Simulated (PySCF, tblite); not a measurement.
Isomers of C5H5OP, one GFN2-xTB conformer each. Single-point energies are computed at PBE0/pcSseg-1 (PySCF, gas phase, no added dispersion term), electronic only.

```
           SMILES  GFN2-xTB relative energy (kcal/mol)
       C=Cc1cocp1                                  0.0
C#CC[P@@H](=O)C#C                                 32.8
       C=Pc1ccoc1                                  6.1
```

Conformers: `[CH2:1]=[CH:2][c:3]1[cH:4][o:5][cH:6][p:7]1` with C1–C2–C3–C4 180°; `[CH:1]#[C:2][CH2:3][P@@H:4](=[O:5])[C:6]#[CH:7]` with C2–C3–P4–O5 176°; `[CH2:1]=[P:2][c:3]1[cH:4][cH:5][o:6][cH:7]1` with C1–P2–C3–C4 -150°.

Q: What does PBE0/pcSseg-1 give for the same structures?

A: 
```json
{"SMILES": "C=Cc1cocp1", "PBE0/pcSseg-1 E (Eh)": "-609.57889", "PBE0/pcSseg-1 (kcal/mol)": "0.0", "GFN2-xTB (kcal/mol)": "0.0", "point group": "Cs"}
{"SMILES": "C=Pc1ccoc1", "PBE0/pcSseg-1 E (Eh)": "-609.56908", "PBE0/pcSseg-1 (kcal/mol)": "6.2", "GFN2-xTB (kcal/mol)": "6.1", "point group": "C1"}
{"SMILES": "C#CC[P@@H](=O)C#C", "PBE0/pcSseg-1 E (Eh)": "-609.48728", "PBE0/pcSseg-1 (kcal/mol)": "57.5", "GFN2-xTB (kcal/mol)": "32.8", "point group": "C1"}
```

Both levels put the same isomer lowest; measured from each level's own lowest isomer, the values differ by up to 24.7 kcal/mol (C#CC[P@@H](=O)C#C: 32.8 against 57.5). As drawn, the lowest has an aromatic ring and a C=C bond outside aromatic rings, which the highest lacks; the highest has a C≡C bond and a P=O bond, which the lowest lacks.

Q: Which frontier levels, dipoles and rotational constants go with these structures?

A: 
| SMILES | HOMO (eV, PBE0/pcSseg-1) | LUMO (eV) | dipole (D) | A, B, C (MHz) |
| --- | --- | --- | --- | --- |
| C=Cc1cocp1 | -6.79 | -1.11 | 1.10 | 4886, 1874, 1354 |
| C=Pc1ccoc1 | -6.72 | -1.76 | 0.84 | 6380, 1489, 1240 |
| C#CC[P@@H](=O)C#C | -7.86 | -0.61 | 3.75 | 2981, 1821, 1215 |

Q: What happens when harmonic zero-point energies from GFN2-xTB frequencies are added?

A: 
| SMILES | ZPE (kcal/mol) | electronic (kcal/mol) | with ZPE (kcal/mol) |
| --- | --- | --- | --- |
| C=Cc1cocp1 | 53.1 | 0.0 | 0.0 |
| C=Pc1ccoc1 | 52.9 | 6.2 | 5.9 |
| C#CC[P@@H](=O)C#C | 48.7 | 57.5 | 53.1 |

The zero-point energies span 4.4 kcal/mol. The order is unchanged.
